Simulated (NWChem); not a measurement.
A series in which one site is exchanged, each optimised at PBE0/def2-SVP with NWChem, gas phase unless a solvent is named. This build's default masses of Se (78.918 u) and Br (79.917 u) are each other's, which moves their modes by up to 0.6 %. Some are not confirmed as minima by frequencies. def2 effective core potentials on I; no spin-orbit coupling.

A: [F][ZnH] (ZnHF; site = H)
B: [F][Zn][Br] (ZnBrF; site = Br)
C: [F][Zn][F] (ZnF$_{2}$; site = F)
D: [F][Zn][I] (ZnIF; site = I)

Q: Rank them by lowest singlet excitation, PBE0/def2-SVPD, TDA (eV), lowest first.

A: D (4.88), B (5.55), C (6.77), A (7.86)
